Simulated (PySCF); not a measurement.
C₂H₆BF₂N, SMILES CN(C)B(F)F. Geometry: PBE-D3(BJ)/def2-SVP. The values are those of a single conformer.

Question: Give the equilibrium geometry at PBE-D3(BJ)/def2-SVP (PySCF confirms it by a frequency run) as a Z-matrix, and its point group. (The exact figures need the calculation; the answer reports its results.)

Answer: This is not unique; one that fits is point group C2v.
```
N
B 1 1.4078
F 2 1.3447 1 121.31
F 2 1.3447 3 117.37 1 180.00
C 1 1.4507 2 122.22 3 0.00
H 5 1.1051 1 110.03 2 0.00
H 5 1.1139 6 108.37 1 121.92
H 5 1.1139 6 108.37 7 116.17
C 1 1.4507 2 122.22 3 180.00
H 9 1.1051 1 110.03 2 0.00
H 9 1.1139 10 108.37 1 121.92
H 9 1.1139 10 108.37 11 116.17
```
Charge 0, spin multiplicity 1.
